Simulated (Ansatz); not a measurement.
Ansatz (a program for electronic structure) input:
A basis named .json is the Basis Set Exchange file of that set.

Ansatz 0.2 input:
```yaml
crystal:
  periodic: [false, false, false]
  atoms:
    - {symbol: C, position_ang: [-0.94901568, -1.01257508, -0.70983657]}
    - {symbol: C, position_ang: [0.24450480, -0.15921795, -0.50834521]}
    - {symbol: C, position_ang: [1.47745255, -0.93710708, -0.00339696]}
    - {symbol: C, position_ang: [-0.01269762, 1.02923577, 0.39617433]}
    - {symbol: O, position_ang: [-1.07127765, 1.32092208, 0.88490891]}
    - {symbol: H, position_ang: [-1.91551138, -0.69633897, -0.34811773]}
    - {symbol: H, position_ang: [-0.86170769, -1.94172886, -1.25473583]}
    - {symbol: H, position_ang: [0.54655876, 0.30012272, -1.46861752]}
    - {symbol: H, position_ang: [1.74151269, -1.72302001, -0.71078265]}
    - {symbol: H, position_ang: [2.34084479, -0.27775317, 0.10752371]}
    - {symbol: H, position_ang: [1.26900241, -1.40259850, 0.96069998]}
    - {symbol: H, position_ang: [0.88805747, 1.65192600, 0.58718537]}
basis:
  gaussian:
    orbitals: cc-pVQZ
    fitting: {mean_field: def2-universal-jkfit, correlation: cc-pVQZ-RIFIT.json}
magnetization: {spin_polarized: true, initial_magnetization: 1}
correlation: {method: mp2, electrons: outside_noble_gas}
```

Problem. What final total energy does it print?

Solution. -231.39013 Eh (RI-MP2/cc-pVQZ). The basis has 485 functions.

It need not be the lowest isomer of its formula.
